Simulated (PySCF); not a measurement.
C₂H₅BF₂O, SMILES FB(CF)OC.

The structure is a stationary point at PBE0-D3(BJ)/def2-SVP. The structure was generated by enumeration, and PubChem lists no compound with its InChIKey, so it may never have been made. Other conformers were not sampled.

Method: B3LYP/def2-TZVP run with PySCF.

Gas-phase values at a fixed geometry.

| Item | Value |
|---|---|
| total energy | -379.25098 hartree |
| highest occupied level | -8.83 eV |
| lowest empty level | 0.41 eV |
| orbital gap | 9.24 eV |
| dipole moment | 2.84 D |
| quadrupole, principal values (traceless, Buckingham form, about the centre of nuclear charge) | -5.85, 2.81, 3.04 D·Å |
| mean static polarisability | 42.4 bohr³ (6.28 Å³) |
| polarisability, principal values | 35.6, 40.4, 51.2 bohr³ |
